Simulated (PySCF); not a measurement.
```xyz
4
charge 0 multiplicity 1, angstrom
Te    0.0000    0.0000    0.0576
O     0.0000    0.0000    1.8643
Br    2.5990    0.0000   -0.2363
Br   -2.5990    0.0000   -0.2363
```

Computed with PBE0/[Te def2-SVP with ECP28, O def2-SVP, Br def2-SVP], scalar-relativistic core potentials, density fitting, no spin–orbit coupling, PySCF.

This geometry of TeOBr₂ is a stationary point at this level.

Task: What is the point group?

Result: C2v.

Task: Is it a minimum?

Result: No: it has 1 imaginary mode, at 93i cm⁻¹ (b1).

Task: List the harmonic modes with their infrared intensities.

Result: 
```csv
symmetry,ω (cm⁻¹),IR (km/mol)
b1,93i,–
a1,71,2.1
a1,188,0.5
b2,212,20.6
b2,260,137
a1,868,17.2
```

Task: What are the dipole moment and the gap between the highest occupied and lowest empty levels?

Result: 2.22 D and 2.57 eV.

In C2v the vibrations span b1 + 3a1 + 2b2. Here b1 is antisymmetric to the molecular plane and b2 lies in it.

Other isomers or separated fragments may lie lower. At this level a singlet minimum of Cs symmetry lies 96 kJ/mol below this structure.
